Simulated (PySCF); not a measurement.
Ligand exchange on a metal centre used in film growth or etching (Zn NH2-Br). All species are isolated molecules in the gas phase. One relaxed conformer stands for each flexible species; it need not be the lowest.

The HOMO from two functionals at the same geometries (PBE-D3(BJ)/def2-SVP), both in PySCF: PBE-D3(BJ)/def2-TZVP and TPSSh-D3(BJ)/def2-TZVP. 

| species | PBE-D3(BJ)/def2-TZVP (eV) | TPSSh-D3(BJ)/def2-TZVP (eV) |
|---|---|---|
| 0 of 2 NH2 replaced by Br | -5.53 | -6.09 |
| 1 of 2 NH2 replaced by Br ([Zn(NH2)(Br)]) | -6.15 | -6.73 |
| 2 of 2 NH2 replaced by Br ([Zn(Br)2]) | -7.31 | -7.90 |

Over these rows, drawn at random from the members with no instability flagged (it was tested for open shells, ions and some series alone), PBE minus TPSSh-D3(BJ): mean +0.57 eV, from +0.56 eV to +0.59 eV.
